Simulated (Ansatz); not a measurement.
Mulliken charges of ClFGeH$_{4}$Si (`[F][GeH2][SiH2]Cl`) from r2SCAN/def2-TZVPP in Ansatz (PBE0-D4/def2-TZVP geometry).

```tsv
atom	x (Å)	y (Å)	z (Å)	charge (e)
F1	-1.934	1.246	0.203	-0.387
Ge2	-0.196	1.170	0.041	0.450
Si3	0.382	-1.147	0.064	0.326
Cl4	-0.259	-2.023	-1.680	-0.238
H5	0.136	1.877	-1.283	-0.015
H6	0.369	1.953	1.241	-0.024
H7	1.856	-1.299	0.151	-0.059
H8	-0.262	-1.835	1.208	-0.052
```

Problem. By hand: the dipole of these point charges (1 e Å = 4.8032 D).

Solution. Σ q r = (0.740, 0.249, 0.278) e Å, of length 0.829 e Å = 3.98 D.

Problem. How does the dipole of the full density compare? (Best estimate.)

Solution. The calculation gave: (0.478, 0.018, 0.146) e Å, 2.40 D; the point charges give 1.66 times that, at 16° from its direction.

Point charges leave out the atoms' own dipoles, such as those of lone pairs, and Mulliken's split depends on the basis, so the two needn't agree.
